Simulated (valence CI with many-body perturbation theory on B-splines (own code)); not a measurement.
**E1 line list for Pr XI**

Calculated by configuration interaction combined with many-body perturbation theory (CI+MBPT): three valence electrons over a frozen Dirac-Fock core [Kr] 4d10, a basis of 8 s, 8 p, 9 d, 9 f, 6 g, 3 h, 2 i functions for each j, with the one-electron correlation potential Σ1, the two-electron term Σ2, the three-electron term Σ3, Breit, model QED; selected CI, second order for the rest, scaled by the run's own slope (own B-spline code, finite nucleus).

No measured levels were compared; by estimate levels hold to about 250 cm⁻¹ or 0.2 % of their energy and the worst to 1 %, as in measured heavy ions of charge 2 to 7; those with d or f electrons hold less well. Core correlation moves these levels by up to 41000 cm⁻¹, and in measured spectra 5 to 20 % of such shifts remained as error; rates that hang on mixing are uncertain with them.

Lines 101 to 142 of 142 in falling wavelength, among levels below 41.144 eV, chosen from the strongest by gf and those to the six lowest levels. Wavelengths and rates use the calculated energies, so an error of 300 cm⁻¹ moves a line at 51.76 nm by 0.16 % and its rate by three times that or more. Electric multipoles are in the length gauge, E1 and E2 with the static RPA response of the core. Weak lines are less certain than strong ones. Lines between different terms over intervals too small for the method are left out, as are lines whose strength nearly cancels. Where a level lies close to another of its J and parity, the split of strength between their lines is uncertain. The highest levels of a list are the least certain.

Names give the largest LS component (configuration and term), which can be under half, so a name can repeat, a term be missing and a line seem to break the LS rules; names also repeat where a configuration has a term twice. Letters in brackets count levels of one name in rising energy.

| λ vac (nm) | Upper | Lower | A (s⁻¹) | S (a.u.) |
| --- | --- | --- | --- | --- |
| 51.76 | 4f2 5s 2D_3/2 [b] | 4f 5s2 2F°_5/2 | 1.02e+08 | 2.81e-02 |
| 51.49 | 4f2 5s 2D_5/2 | 4f 5s2 2F°_5/2 | 6.89e+07 | 2.78e-02 |
| 51.34 | 4f2 5s 2D_3/2 [a] | 5s2 5p 2P°_1/2 | 1.45e+09 | 3.86e-01 |
| 51.31 | 4f 5s 5p 2D_5/2 [c] | 5s2 5p 2P°_3/2 | 2.41e+08 | 9.63e-02 |
| 51.25 | 4f2 5s 4P_5/2 | 4f 5s2 2F°_7/2 | 6.45e+07 | 2.57e-02 |
| 50.70 | 4f2 5s 2D_3/2 [b] | 5s2 5p 2P°_1/2 | 1.85e+08 | 4.76e-02 |
| 50.61 | 4f2 5s 4P_3/2 | 4f 5s2 2F°_5/2 | 9.11e+05 | 2.33e-04 |
| 50.38 | 4f2 5s 4P_5/2 | 4f 5s2 2F°_5/2 | 4.93e+07 | 1.87e-02 |
| 49.92 | 4f2 5s 2S_1/2 | 5s2 5p 2P°_3/2 | 2.49e+09 | 3.06e-01 |
| 49.85 | 4f2 5s 4P_1/2 | 5s2 5p 2P°_1/2 | 5.14e+07 | 6.28e-03 |
| 49.60 | 4f2 5s 4P_3/2 | 5s2 5p 2P°_1/2 | 2.69e+05 | 6.48e-05 |
| 48.08 | 4f2 5s 2P_3/2 | 4f 5s2 2F°_5/2 | 4.20e+06 | 9.22e-04 |
| 47.98 | 4f 5s 5p 2F_5/2 [b] | 4f 5s2 2F°_7/2 | 7.51e+08 | 2.45e-01 |
| 47.59 | 4f2 5s 2P_1/2 | 5s2 5p 2P°_1/2 | 1.08e+09 | 1.15e-01 |
| 47.22 | 4f 5s 5p 2F_5/2 [b] | 4f 5s2 2F°_5/2 | 1.31e+10 | 4.07e+00 |
| 47.21 | 4f 5s 5p 2F_7/2 [c] | 4f 5s2 2F°_7/2 | 1.27e+10 | 5.27e+00 |
| 47.17 | 4f2 5s 2P_3/2 | 5s2 5p 2P°_1/2 | 7.13e+07 | 1.48e-02 |
| 46.70 | 5s 5p2 2D_3/2 | 4f 5s2 2F°_5/2 | 6.66e+08 | 1.34e-01 |
| 46.48 | 4f 5s 5p 2F_7/2 [c] | 4f 5s2 2F°_5/2 | 1.85e+09 | 7.34e-01 |
| 46.00 | 4f 5s 5p 2G_7/2 [b] | 4f 5s2 2F°_7/2 | 1.70e+09 | 6.54e-01 |
| 45.84 | 5s 5p2 2D_3/2 | 5s2 5p 2P°_1/2 | 3.20e+09 | 6.08e-01 |
| 45.60 | 4f 5s 5p 2G_9/2 [b] | 4f 5s2 2F°_7/2 | 1.59e+10 | 7.42e+00 |
| 45.41 | 4f 5s 5p 2D_5/2 [b] | 4f 5s2 2F°_7/2 | 8.88e+09 | 2.46e+00 |
| 45.30 | 4f 5s 5p 2G_7/2 [b] | 4f 5s2 2F°_5/2 | 1.38e+10 | 5.06e+00 |
| 44.73 | 4f 5s 5p 2D_5/2 [b] | 4f 5s2 2F°_5/2 | 1.17e+09 | 3.10e-01 |
| 44.70 | 4f 5s 5p 2D_3/2 | 4f 5s2 2F°_5/2 | 1.41e+10 | 2.49e+00 |
| 44.63 | 5s 5p2 2P_1/2 | 5s2 5p 2P°_1/2 | 1.14e+10 | 9.97e-01 |
| 44.13 | 4f 5s 5p 2D_5/2 [c] | 4f 5s2 2F°_7/2 | 4.96e+09 | 1.26e+00 |
| 43.91 | 4f 5s 5p 2D_3/2 | 5s2 5p 2P°_1/2 | 5.09e+07 | 8.51e-03 |
| 43.48 | 4f 5s 5p 2D_5/2 [c] | 4f 5s2 2F°_5/2 | 3.14e+07 | 7.64e-03 |
| 43.47 | 5s 5p2 2P_3/2 | 5s2 5p 2P°_3/2 | 2.15e+10 | 3.48e+00 |
| 42.56 | 5s 5p2 2S_1/2 | 5s2 5p 2P°_3/2 | 1.23e+10 | 9.39e-01 |
| 41.76 | 4f2 5s 2S_1/2 | 5s2 5p 2P°_1/2 | 8.21e+09 | 5.90e-01 |
| 37.72 | 5s 5p2 2P_3/2 | 4f 5s2 2F°_5/2 | 2.42e+08 | 2.56e-02 |
| 37.15 | 5s 5p2 2P_3/2 | 5s2 5p 2P°_1/2 | 5.38e+09 | 5.45e-01 |
| 36.48 | 5s 5p2 2S_1/2 | 5s2 5p 2P°_1/2 | 1.72e+08 | 8.26e-03 |
| 35.72 | 5s2 5d 2D_3/2 | 5s2 5p 2P°_3/2 | 9.26e+09 | 8.33e-01 |
| 34.94 | 5s2 5d 2D_5/2 | 5s2 5p 2P°_3/2 | 3.88e+10 | 4.90e+00 |
| 31.74 | 5s2 5d 2D_3/2 | 4f 5s2 2F°_5/2 | 1.32e+10 | 8.36e-01 |
| 31.45 | 5s2 5d 2D_5/2 | 4f 5s2 2F°_7/2 | 1.31e+10 | 1.21e+00 |
| 31.34 | 5s2 5d 2D_3/2 | 5s2 5p 2P°_1/2 | 3.92e+10 | 2.38e+00 |
| 31.13 | 5s2 5d 2D_5/2 | 4f 5s2 2F°_5/2 | 5.93e+08 | 5.30e-02 |
